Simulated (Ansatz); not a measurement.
Wavefunction ladder for C₃H₆BFSi, SMILES `CB1C=C(F)[SiH2]1`

```xyz
12

C    -1.1123    1.6447    0.3511
B    -0.2973    0.3574    0.0547
C    -0.7333   -1.0790   -0.2687
C     0.4623   -1.7100   -0.3801
F     0.6142   -2.9963   -0.6526
Si    1.6328   -0.2631   -0.0459
H    -2.1872    1.5509    0.1807
H    -0.7353    2.4997   -0.2186
H    -0.9614    1.9170    1.4041
H    -1.7046   -1.5557   -0.3934
H     2.4939   -0.4378    1.1582
H     2.5282    0.0721   -1.1895
```

Charge 0, multiplicity 1. Geometry: relaxed with PBE0-D4/def2-TZVP. Frozen core, restricted reference, Ansatz 0.2.0. CBS rows extrapolate triple and quadruple zeta; past MP2 they add the triple-zeta difference.

```csv
basis,HF (Eh),MP2 corr.
def2-TZVPP,-530.21466,-0.94170
def2-QZVPP,-530.23393,-1.01138
```

(1) Estimate the CCSD correlation energy and the (T) correction in each basis where they were run (hartree).

## Answers

(1) 
```csv
basis,CCSD corr.,(T)
def2-TZVPP,-0.98758,-0.04264
CBS(def2),-1.10887,as TZ
```
